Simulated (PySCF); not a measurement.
**FWN + H₂O → WN(OH) + HF**

Level: PBE0 in the def2-TZVP basis family, computed in PySCF with density fitting; scalar-relativistic core potentials for atoms from Rb on, none lighter, no spin–orbit coupling; open shells unrestricted.

| species | state and structure | E (Eh) | ZPE (kJ/mol) | H(298 K) − H(0) (kJ/mol) | S° (J/(mol K)) |
| --- | --- | --- | --- | --- | --- |
| FWN | triplet, Cs, W–F 1.878 Å, W–N 1.656 Å; F–W–N 109.1° | -221.55449 | 12.3 | 11.5 | 292.8 |
| H₂O | singlet, C2v, O–H 0.960 Å (×2); H–O–H 105.1° | -76.37736 | 56.5 | 9.9 | 188.7 |
| WN(OH) | triplet, Cs, O–H 0.959 Å, W–N 1.660 Å, W–O 1.898 Å; H–O–W 121.6°, N–W–O 109.8° | -197.53364 | 42.5 | 12.6 | 297.9 |
| HF | singlet, C∞v, H–F 0.920 Å | -100.39188 | 24.9 | 8.7 | 173.6 |

(1) What is the electronic reaction energy?

(2) Add zero-point, thermal and entropy terms for 298.15 K and 1 bar.

Answers

(1) At PBE0/def2-TZVP, ΔE = 16.6 kJ/mol from the differences of the total energies times 2625.5, uphill. 

(2) ΔZPE = -1.4 and Δ[H(298) − H(0)] = -0.1 kJ/mol give ΔH° = 15.1 kJ/mol. ΔS° = -10.0 J/(mol K), so ΔG° = 15.1 − 298.15 × (-0.0100) = 18 kJ/mol and log₁₀K = -3.2.

Spin–orbit coupling can matter for FWN, WN(OH) and is left out. Open d or f shells are single determinants, so the state found may not be the ground state. Only the bonding shown was studied: isomers, or loss of a ligand pair, can lie lower.
